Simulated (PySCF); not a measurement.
CH₂Cl₅Si₂ (SMILES Cl[Si](Cl)C[Si](Cl)(Cl)Cl), doublet, geometry from GFN2-xTB. Base run: R2SCAN/STO-3G run with PySCF.

Here is a job for PySCF.
```python
from pyscf import gto, scf, dft

mol = gto.Mole()
mol.atom = '''
    Cl    3.415259   -1.344099   -0.270851
    Si    1.746699   -0.280880   -0.751863
    Cl    1.944996    1.609558   -0.040479
    C     0.240155   -1.158869    0.052580
    Si   -1.358186   -0.126080    0.188537
    Cl   -1.198502    1.186959    1.710293
    Cl   -2.914728   -1.364568    0.550883
    Cl   -1.685546    0.865180   -1.536839
    H     0.033142   -2.072810   -0.503208
    H     0.541630   -1.478046    1.053182
'''
mol.basis = 'sto-3g'
mol.charge = 0
mol.spin = 1
mol.verbose = 4
mol.build()

mf = dft.UKS(mol)
mf.xc = 'r2scan'
mf.kernel()
```

Variants of this job, named by their change:

| change | ΔE vs base (mEh) | fitting functions | dipole (D) |
|---|---|---|---|
| base | 0.000 | - | 2.55 |
| auxbasis = autoaux | -3.165 | 819 | 2.55 |
| auxbasis = def2-svp-ri | -5011.8 | 510 | 2.53 |
| auxbasis = cc-pvtz-ri | -76.435 | 995 | 2.55 |
| auxbasis = even-tempered beta=2.0 | -4.028 | 634 | 2.55 |
| auxbasis = cc-pvtz-jkfit | -1.100 | 986 | 2.55 |
| auxbasis = even-tempered beta=1.6 | -2.944 | 882 | 2.55 |
| auxbasis = even-tempered beta=3.0 | -75.281 | 396 | 2.58 |
| auxbasis = def2-universal-jkfit | -5.814 | 1007 | 2.55 |
| auxbasis = def2-tzvp-ri | -158.4 | 897 | 2.55 |

A fitting set is made for a task (jfit for Coulomb, jkfit for Coulomb and exchange, ri for correlation) and for a family of orbital bases.

Open shells are given as the SCF converged; they aren't shown to be the lowest states, and a large step between rows can be another state.
